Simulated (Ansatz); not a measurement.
System: GeI2 (charge 0, triplet). This is an excited triplet: at this geometry the singlet lies 1.79 eV lower at RI-MP2/CBS(def2-TZVPPD,def2-QZVPPD)+[CCSD(T)-MP2]/def2-TZVPPD. SMILES: [I][Ge][I]
Structure (B3LYP-D3(BJ)/def2-TZVP (Ansatz, an electronic-structure program) minimum search):
```
Ge
I 1 2.5639
I 1 2.5639 2 120.82
```
Charge 0, spin multiplicity 3.

Quantity: vertical singlet-triplet gap (E(singlet) - E(triplet); the singlet is one closed-shell determinant, which may describe it poorly; each state is the SCF solution reached for its spin; for the singlet the Hartree-Fock reference is unstable and T1 is 0.018), in kcal/mol. Cores are frozen in the correlated levels unless marked. Open shells are spin-unrestricted. No spin-orbit coupling. The frozen core is the preceding noble-gas configuration, with the filled d and f shells of earlier blocks. Past Kr the def2 sets carry scalar-relativistic core potentials. CBS marks a two-point X^-3 extrapolation of the correlation energy; Hartree-Fock from the larger set. [CCSD(T)-MP2]/basis is that difference in the basis named.

```tsv
level	program	vertical singlet-triplet gap (kcal/mol)
SVWN5/def2-TZVPD	Ansatz	(withheld)
PBE/def2-TZVPD	Ansatz	-42.3
r2SCAN/def2-TZVPD	Ansatz	-38.5
B3LYP/def2-TZVPD	Ansatz	-43.1
PBE0/def2-TZVPD	Ansatz	-39.9
B2PLYP/def2-TZVPD	Ansatz	(withheld)
SCS-MP2/def2-SVPD	Ansatz	-40.6
SCS-MP2/def2-TZVPPD	Ansatz	-41.8
CCSD/def2-SVPD	Ansatz	(withheld)
CCSD/def2-TZVPPD	Ansatz	-38.5
RI-MP2/CBS(def2-TZVPPD,def2-QZVPPD)+[CCSD(T)-MP2]/def2-TZVPPD	Ansatz	-41.3
```

Task: Fill in the missing entries.

Result: 
- SVWN5/def2-TZVPD, vertical singlet-triplet gap (kcal/mol): -45.5
- B2PLYP/def2-TZVPD, vertical singlet-triplet gap (kcal/mol): -42.4
- CCSD/def2-SVPD, vertical singlet-triplet gap (kcal/mol): -38.3
